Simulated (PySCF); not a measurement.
TiHF: from structure and modes to constants

All numbers come from PySCF, UPBE0, basis Ti def2-TZVP, H def2-TZVP, F def2-TZVP (no relativity, density fitting).

The triplet minimum has Cs symmetry. Masses (u): Ti 47.94795, H 1.00782, F 18.99840.

```xyz
3
charge 0 multiplicity 3, angstrom
Ti   -0.4113    0.0000   -0.2618
H    -1.9912    0.0000    0.4953
F     1.1389    0.0000    0.6234
```

Harmonic wavenumbers (cm⁻¹): 387.6 (a', ×1), 701.8 (a', ×1), 1622.4 (a', ×1).

Find the principal moments of inertia and the rotational constants. What kind of rotor is it?

About the centre of mass I = 1.9555, 45.708, 47.664 u Å². With B = 16.8576/I this gives 8.62, 0.3688, 0.3537 cm⁻¹. The molecule is an asymmetric top with κ = -1.00.

What is the harmonic zero-point energy?

Half the sum of all 3 wavenumbers, 2712/2 = 1356 cm⁻¹, which is 16.2 kJ/mol (1 cm⁻¹ = 0.0119627 kJ/mol).

Find the vibrational entropy and heat capacity at 298.15 K.

With u = 1.43878 ω/T, each mode gives S = R[u/(eᵘ−1) − ln(1−e⁻ᵘ)] and C = R u² eᵘ/(eᵘ−1)².
```
ω (cm⁻¹)      u  S (J/(mol K))  C (J/(mol K))
   387.6  1.871           4.22           6.26
   701.8  3.387           1.27           3.46
  1622.4  7.829           0.03           0.20
```
The sums over all modes are S = 5.5 and C = 9.9 J/(mol K); the softest mode gives 76 % of the entropy.

This need not be the most stable arrangement of these atoms. Other spin states or occupations of the open shell can lie lower.
